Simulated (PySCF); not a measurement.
C₃H₇Si, SMILES C1C[SiH]C1 (connectivity only; charge and spin as stated), charge +1, multiplicity 1. Atoms are numbered in the order given.

```xyz
11

C      1.2994     0.0044     0.0000
C      0.3217    -0.0028     1.2313
Si    -1.0386     0.0008     0.0000
C      0.3217    -0.0028    -1.2313
H      1.9357     0.9008     0.0000
H      1.9512    -0.8807     0.0000
H      0.3822    -0.8897     1.8900
H      0.3813     0.8735     1.9038
H     -2.5298     0.0094     0.0000
H      0.3813     0.8735    -1.9038
H      0.3822    -0.8897    -1.8900
```
Charge +1, spin multiplicity 1.

Geometry: r2SCAN-D4/def2-SVP. A frequency run showed that this geometry is not a minimum. The spin state was assumed, not searched. The isomer is the one that the SMILES or the coordinates give; other isomers of the formula were not compared.

Computed with PBE/pcSseg-1 in PySCF.

GIAO shieldings, no solvent; atoms alike by connectivity are averaged. δ = σ(ref) − σ: ¹³C against TMS (σ = 182.0 ppm); ²⁹Si against TMS (σ = 335.4 ppm); ¹H against TMS (σ = 31.49 ppm), references at their B3LYP-D3(BJ)/def2-TZVP geometries, non-relativistic.

```json
[
 {"atoms": "C2, C4", "nucleus": "¹³C", "count": "2", "δ (ppm)": "[?]"},
 {"atoms": "C1", "nucleus": "¹³C", "count": "1", "δ (ppm)": "32.5"},
 {"atoms": "Si3", "nucleus": "²⁹Si", "count": "1", "δ (ppm)": "455.7"},
 {"atoms": "H9", "nucleus": "¹H", "count": "1", "δ (ppm)": "[?]"},
 {"atoms": "H7, H8, H10, H11", "nucleus": "¹H", "count": "4", "δ (ppm)": "[?]"},
 {"atoms": "H5, H6", "nucleus": "¹H", "count": "2", "δ (ppm)": "4.03"}
]
```

### Question
Some entries are withheld; supply them. (Estimate from the structure and the level; the computed values follow.)

### Answer

- C2, C4, δ (ppm): 62.2
- H7, H8, H10, H11, δ (ppm): 4.16
- H9, δ (ppm): 10.21
